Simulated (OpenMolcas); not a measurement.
Ni2+ among 6 point charges of -2 e arranged as an octahedron (Oh), 2.29 Å from the ion.

```yaml
Program: OpenMolcas 26.06
Method: "SS-CASPT2, IPEA 0.25 Eh, imaginary shift 0.1 Eh (closed shells correlated: 3s 3p)"
Basis: ANO-RCC-VDZP [5s4p2d1f]
Scalar_Hamiltonian: DKH2, point nucleus
Active_space: 8 electrons in 5 orbitals (3d)
State_averaging: 2S+1 = 3 even, 10 roots; 2S+1 = 1 even, 15 roots
Spin-orbit_coupling: state interaction with AMFI integrals over the reference wave functions
```

What is the spin-free ground state (labels of O, the rotations of Oh)?

3A2, 1-fold in its orbital part, 100 % from free-ion F terms; it has the highest spin that d8 allows.

Where is the first state of the same spin?

3T2 at 2970 cm-1 above the ground state.

What are the lowest two levels with spin-orbit coupling?

A 3-fold level T2, then a 2-fold level E 2640 cm-1 above it. Their leading multiplicities are 3 (100 %) and 3 (100 %).

What is χT at 300 K, and how does it compare with the textbook value?

The lowest level has 2S+1 = 3, for which the spin-only value is χT = S(S+1) / 2 = 1.000 cm3 K/mol (g = 2). The computed 2.043 at 300 K differs by +1.043, through orbital momentum, spin-orbit coupling and any other state in reach.

Roots that are degenerate in the reference are averaged as groups; the widest CASPT2 spread within a group is 430 cm-1 (the 3-fold group of multiplicity 3 near 4940 cm-1 above the lowest state of its run). Shifts and gaps below about the spread of the groups concerned are not significant. The ground term spreads over less than 5000 cm-1, several times less than with real ligands, so orbital moments are less quenched and χT lies further from the spin-only value than at real sites. Free-ion shares, where given, are those of the reference states; single-state CASPT2 does not remix them. Point charges carry no covalency, so the field is a model and not that of real ligands. No measured value stands beside these numbers.
